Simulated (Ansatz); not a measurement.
Ge(H)(OH)(NH2)2 (GeH6N2O), SMILES [NH2][GeH]([NH2])[OH].

Geometry optimised at B3LYP-D3(BJ)/def2-SVP. This is a generated structure with no PubChem entry under its InChIKey; it may be hypothetical. One conformer was computed; it need not be the lowest.

Two levels are set side by side: PBE/def2-SVPD (Ansatz, a program for electronic structure) and CAM-B3LYP/def2-SVPD (Ansatz). Energy differences of separate SCF runs at the same geometry; the states with an electron removed or added have multiplicity 2 and 2. Differences are taken from unrounded values.

```json
[
 {"quantity": "vertical ionisation energy (eV)", "CAM-B3LYP": "9.80", "PBE": "9.07", "PBE minus CAM-B3LYP": "-0.74"},
 {"quantity": "vertical singlet–triplet gap (eV)", "CAM-B3LYP": "6.32", "PBE": "5.63", "PBE minus CAM-B3LYP": "-0.69"}
]
```
